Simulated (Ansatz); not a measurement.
Cost and result for the atomization energy of C3H10BN (15 atoms, 15 bonds).

Z-matrix (Å, degrees):
```
B
N 1 1.613
C 1 1.571 2 56.4
H 1 1.201 2 112.4 3 110.7
H 1 1.201 2 112.4 3 -110.7
H 2 1.009 1 120.5 3 -104.9
H 2 1.009 1 120.5 3 104.9
C 3 1.504 1 121.4 2 -100.6
C 3 1.504 1 121.4 2 100.6
H 8 1.098 3 112.4 1 145.5
H 8 1.093 3 111.4 1 23.0
H 8 1.092 3 109.4 1 -95.1
H 9 1.098 3 112.4 1 -145.5
H 9 1.093 3 111.4 1 -23.0
H 9 1.092 3 109.4 1 95.1
```

Charge 0, multiplicity 1. The bonds changed during the relaxation, so this is another structure than the one it started from. The structure was optimised at the PBE0-D4/def2-TZVP level. It is one conformer, not always the lowest. Program: Ansatz. All runs use 4 threads of an Arm Neoverse V1 on a shared host. Times are those of one run each, without the atoms' runs, and a repeat can differ threefold. Electronic energies, without spin–orbit coupling; frozen cores. CCSD(T)/CBS adds CCSD(T) − MP2 in def2-TZVPP to the MP2 limit, and its time is that of the two runs behind it. T1 = 0.009. B3LYP takes the VWN-RPA correlation (the form of Gaussian; ORCA's B3LYP/G).

CCSD(T)/CBS is a level of theory with its own doubt, some kJ/mol a heavy atom from the limit and from the frozen cores, so smaller differences don't rank the functionals.

| level | functions | wall time |
| --- | --- | --- |
| PBE-D4/def2-TZVPP (with forces) | 295 | 3.1 s |
| PBE0-D4/def2-TZVPP | 295 | 3.4 s |
| r2SCAN-D4/def2-TZVPP (with forces) | 295 | 6 s |
| B3LYP-D4/def2-TZVPP (with forces) | 295 | 6 s |
| B2PLYP/def2-TZVPP | 295 | 7 s |
| ωB97X-V/def2-TZVPP | 295 | 9.5 s |
| ωB97M-V/def2-TZVPP (with forces) | 295 | 14 s |
| MP2/def2-QZVPP | 585 | 39 s |
| CCSD(T)/def2-TZVPP | 295 | 13 min |
| CCSD(T)/CBS(def2) | – | 14 min |

(1) What atomization energy does each give, and how far from CCSD(T)/CBS? (Estimate.)

Answers

(1) The calculation gave: 
```
                             level  atomization (kJ/mol)  difference from CCSD(T)/CBS  per bond
   PBE-D4/def2-TZVPP (with forces)                5799.3                        124.2       8.3
                PBE0-D4/def2-TZVPP                5728.7                         53.6       3.6
r2SCAN-D4/def2-TZVPP (with forces)                5699.9                         24.8       1.7
 B3LYP-D4/def2-TZVPP (with forces)                5704.8                         29.7       2.0
                 B2PLYP/def2-TZVPP                5637.4                        -37.7      -2.5
                ωB97X-V/def2-TZVPP                5702.8                         27.7       1.8
  ωB97M-V/def2-TZVPP (with forces)                5714.0                         38.9       2.6
                    MP2/def2-QZVPP                5678.7                          3.6       0.2
                CCSD(T)/def2-TZVPP                5549.5                       -125.6      -8.4
                 CCSD(T)/CBS(def2)                5675.1                          0.0       0.0
```

In def2-TZVPP, CCSD(T) changes the Hartree–Fock value by +1322.1 kJ/mol (the triples alone add +69.5 kJ/mol) and MP2 by +1377.4 kJ/mol; breaking electron pairs costs correlation energy, which Hartree–Fock lacks. The D4 term adds +44.4 kJ/mol with B3LYP and +23.3 kJ/mol with PBE0; it sums over pairs of atoms, weighted by their polarisabilities, and B3LYP, whose exchange is more repulsive, gets the larger term. From PBE to PBE0 (25 % exact exchange), in def2-TZVPP and without D4, the atomization energy moves by −66.0 kJ/mol: exact exchange takes away binding that semilocal exchange gives to molecules.
